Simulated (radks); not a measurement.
Question: These are the eigenvalues of the occupied orbitals of an atom or ion with whole-number occupations (hartree). All-electron calculation, scalar-relativistic Kohn-Sham, BLYP, spin-polarised, spherical densities, finite nucleus; Fermi nuclear charge, rms radius of each element as measured or else 0.836 A^(1/3) + 0.57 fm. Program: a radial shooting solver on a logarithmic mesh with Libxc functionals.

orbital  eigenvalue
1s down   -731.0314
1s up     -731.0313
2s up     -105.3760
2s down   -105.3699
2p up     -94.47769
2p down   -94.47314
3s up     -19.94301
3s down   -19.93970
3p up     -16.37303
3p down   -16.36930
3d up     -10.56581
3d down   -10.56006
4s up      -4.69302
4s down    -4.65973
4p up      -3.69978
4p down    -3.66395
4d up      -2.24760

Which element is it, and in what charge state? The configuration may be excited. Open shells, if any, are filled with parallel spins first.

Answer: Z = 42, molybdenum, charge +5: Mo5+ in [Kr] 4d1. The list shows which subshells hold electrons but not how many an open one holds; the 1s level, -731.03 hartree, gives Z - s = 38.2 by -(Z - s)^2/2, which with screening and relativity narrows Z to a few neighbours, and the depths of the outer levels then fix element, charge and occupations together.
